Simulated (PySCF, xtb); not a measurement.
dimethyl telluride (C2H6Te), SMILES C[Te]C.

GFN2-xTB run with xtb at its own geometry gives an orbital gap of 4.19 eV and a dipole moment of 1.15 D.

The structure is a stationary point at B3LYP-D3(BJ)/def2-SVP. The def2 effective core potentials stand for the cores of Te; spin–orbit coupling is left out.

Question: What does PBE0/def2-TZVPD (PySCF) give? (An estimate is asked for; the answer gives what the named calculation found.)

Answer: gap 5.01 eV (levels -5.71 and -0.69 eV), dipole 1.28 D.
